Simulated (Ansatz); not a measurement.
The molecule AuN, multiplicity 3 (lowest of 2S+1 = 1, 3, 5 at CCSD(T)/def2-TZVPP on PBE0 minima; our sources give no spin for the ground state, which may be another). No spin–orbit coupling.

Seven points along R, fitted to fifth degree in 1/R; most abundant isotopes. In def2 and cc sets the state is the lowest found near the PBE0 minimum, followed along R.

Run with Ansatz (a quantum-chemistry and plane-wave program) with Gaussian orbitals. Each number belongs to the level named beside it. In def2 rows elements past Kr take small-core potentials, without spin–orbit coupling.

Energies at wB97M-V/def2-TZVPP:

| R (Å) | E (hartree) |
|---|---|
| 1.753681 | -190.25812237 |
| 1.800823 | -190.26324425 |
| 1.844193 | -190.26596341 |
| 1.893221 | -190.26723791 |
| 1.942248 | -190.26703348 |
| 1.998819 | -190.26542723 |
| 2.064817 | -190.26225152 |

### Question
With a reduced mass of 13.0736 u, find the minimum, the force constant and the constants.

### Answer
A fifth-degree polynomial in 1/R puts the minimum at r_e = 1.9095 Å with force constant 244 N/m. Then ω_e = (1/2πc)√(k/μ) = 562 cm⁻¹ and B_e = h/(8π²cμr_e²) = 0.3536 cm⁻¹; the cubic and quartic terms give α_e = 0.0035 and ω_e x_e = 4.5 cm⁻¹.
